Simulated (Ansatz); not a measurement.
`C[BH][Sb]([F])[F]` + HCl → `[F][Sb]([F])[Cl]` + `BC` at 298.15 K and 1 bar (cleavage of the Sb–B bond).

Program: Ansatz. Geometries: PBE0-D4/def2-TZVP. ΔE: electronic, gas phase. CBS: MP2 limit from def2 TZ/QZ plus the TZ coupled-cluster correction, frozen cores. This one scheme is used for every species. def2 core potentials past Kr. For Sb outer-core shells are correlated without core-valence functions, which leaves a few kJ/mol of doubt a bond. Each species was taken in one conformer, which may not be the lowest.

```json
{"species": "`C[BH][Sb]([F])[F]`", "CCSD(T)/CBS energy (Eh)": "-504.89521", "H − E (kJ/mol)": "159.3", "S (J/(mol·K))": "375.4"}
{"species": "HCl", "CCSD(T)/CBS energy (Eh)": "-460.38127", "H − E (kJ/mol)": "26.6", "S (J/(mol·K))": "186.8"}
{"species": "`[F][Sb]([F])[Cl]`", "CCSD(T)/CBS energy (Eh)": "-899.48483", "H − E (kJ/mol)": "29.4", "S (J/(mol·K))": "324.3"}
{"species": "`BC`", "CCSD(T)/CBS energy (Eh)": "-65.83255", "H − E (kJ/mol)": "158.6", "S (J/(mol·K))": "247.5"}
```

H − E and S are ideal-gas, rigid-rotor, harmonic terms from PBE0-D4/def2-TZVP, for one conformer and one mirror image of each species. 1 Eh = 2625.50 kJ/mol, R = 8.31446 J/(mol·K).

Problem. By hand: ΔE, ΔH, ΔS and ΔG.

Solution. ΔE = (-899.48483) + (-65.83255) − (-504.89521) − (-460.38127) = -0.04090 Eh = -107.4 kJ/mol. Δ(H − E) = 29.4 + 158.6 − 159.3 − 26.6 = 2.1, so ΔH = -105.3 kJ/mol. ΔS = 324.3 + 247.5 − 375.4 − 186.8 = 9.6 J/(mol·K). ΔG = -105.3 − 298.15 × (9.6)/1000 = -108.2 kJ/mol.

Problem. By hand: the equilibrium constant, and the temperature at which ΔG would vanish if ΔH and ΔS stayed fixed.

Solution. log₁₀ K = −ΔG/(RT ln 10) = 19.0. ΔH and −TΔS have one sign here, so there is no such temperature.

The number of gas molecules stays the same, so ΔS is small and ΔH decides. A doubt of 5 kJ/mol in ΔE shifts log₁₀ K by 0.9 here. Other conformers and mirror images would add mixing entropy, several J/(mol·K) or more a flexible species. Modes under 60 cm⁻¹, often nearly free rotors, make the harmonic entropy too high. These are equilibria of isolated gas molecules and say nothing of rates. Largest T1 diagnostic: 0.015 (customary marks: 0.02 for closed shells, 0.045 for open ones).

ΔS is within the doubt of such terms, so its sign, and with it that verdict, could turn.
